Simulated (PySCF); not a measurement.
PbMe4, C4H12Pb.
Bonds: Pb1–C2, Pb1–C6, Pb1–C10, Pb1–C14. Hydrogens: H3, H4, H5 on C2; H7, H8, H9 on C6; H11, H12, H13 on C10; H15, H16, H17 on C14.

A GFN2-xTB structure was refined with PySCF, PBE0-D3(BJ)/def2-SVP geometry optimisation, gas phase, def2 core potentials past Kr. Its GFN2-xTB values:

```csv
coordinate,GFN2-xTB
Pb1–C2,2.282 Å
Pb1–C10,2.383 Å
C2–H3,1.117 Å
C2–Pb1–C6,112.7°
```

How do these coordinates change at the PBE0-D3(BJ)/def2-SVP level?

```
coordinate  PBE0-D3(BJ)/def2-SVP (Å or °)  change
   Pb1–C10                          2.242  -0.141
    Pb1–C2                          2.243  -0.039
     C2–H3                          1.099  -0.018
 C2–Pb1–C6                          109.2    -3.5
```

The energy falls by 39.8 kJ/mol over 8 energy and gradient evaluations, the largest force component goes from 0.0452 to 2.5e-04 Eh/bohr, and the atoms move by 0.074 Å rms after alignment. The bond that changes most is Pb1–C10 (ends: lead bonded to 4 C; carbon bonded to Pb and 3 H), which shortens by 0.141 Å. Bonds longer at the end by more than 0.005 Å: 5 of 16; shorter: 8.

The run used 142 basis functions and 52 SCF cycles in all. Hardware: one thread of an Arm Neoverse V1, on a shared host. Cost: 86 s wall, 0.56 GiB resident at most.

No PBE0-D3(BJ)/def2-SVP frequencies stand behind this structure, so it isn't proved a minimum.
